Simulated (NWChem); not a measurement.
Species: CuI; SMILES [Cu][I]

```xyz
2

Cu     0.0000     0.0000    -1.5410
I      0.0000     0.0000     0.8372
```
Atoms are numbered in this order, from 1.

Structure relaxed at the PBE0/def2-SVP level. def2 effective core potentials on I; no spin-orbit coupling.

**Question.** List the 4 lowest vertical singlet excitations from PBE/def2-TZVP with def2 effective core potentials on I, TDA (NWChem).

**Answer.** 
```
state  energy (eV)  oscillator strength  leading excitation (squared amplitude)
-----  -----------  -------------------  --------------------------------------
S1            2.07                0.009                      HOMO → LUMO (1.00)
S2            2.07                0.009                    HOMO−1 → LUMO (1.00)
S3            2.77                0.000                    HOMO−3 → LUMO (1.00)
S4            2.77                0.000                    HOMO−4 → LUMO (1.00)
```
